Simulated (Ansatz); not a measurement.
Input file for Ansatz (a program for electronic structure): R-r2SCAN/def2-TZVPPD on C2H6 (a complex), monomers drawn apart or pushed together. Files ending in .json are basis or fitting sets from the Basis Set Exchange.

Ansatz 0.2 input:
```yaml
crystal:
  periodic: [false, false, false]
  atoms:
    - {symbol: C, position_ang: [0.40942645, 0.55153586, -0.32883006]}
    - {symbol: C, position_ang: [-0.13505697, -0.61369184, -0.01149816]}
    - {symbol: H, position_ang: [1.48203390, 0.70262540, -0.31143485]}
    - {symbol: H, position_ang: [-0.19496967, 1.40264911, -0.61852531]}
    - {symbol: H, position_ang: [-1.20767617, -0.76484229, -0.02834837]}
    - {symbol: H, position_ang: [0.46917994, -1.46471260, 0.27883128]}
    - {symbol: H, position_ang: [-0.29656038, 0.10106548, 2.64346522]}
    - {symbol: H, position_ang: [-0.43316132, 0.06432046, 3.37471104]}
basis:
  gaussian:
    orbitals: def2-TZVPPD.json
hamiltonian:
  xc: {name: r2SCAN}
scf: {lower_state_search: off}
```

The log:

```
WARN ansatz: RAYON_NUM_THREADS=1 ignored (pool sized by the plan → 1); use --threads N
Functional definition: r2SCAN
these checks for a lower state are left out or cut short: stability, starts, cluster_reference, orbital_swaps, neighbouring_geometries, increment
integrals: 0.04 GiB planned
702 factors; their error is unknown
mean field: 0.56 GiB planned
mean field evaluation 1: about -2163.1247 eV, gradient 5.2e1 eV
mean field evaluation 2: about -2159.4102 eV, gradient 6.3e1 eV
mean field evaluation 4: about -2169.6901 eV, gradient 5.4e-1 eV
mean field evaluation 8: about -2169.6946 eV, gradient 6.3e-2 eV
mean field evaluation 16: about -2169.6667 eV, gradient 9.1e-6 eV
mean field -2169.66672623 eV, -79.7337815359 hartree, gradient 9.3e-6 eV, S^2 0.000000; 0 other end points of the search recorded, 0 dependent functions left out
reference -2169.66673721 eV, -79.7337819395 hartree; 9, 9 occupied and 167, 167 virtual orbitals, 702 factors
Total energy: -2169.66673721 eV, -79.7337819395 hartree
Checks for a lower state left out: stability, starts, cluster_reference, orbital_swaps, neighbouring_geometries, increment
```

Self-consistency was reached.

Cost: roughly 0.8 core-seconds.
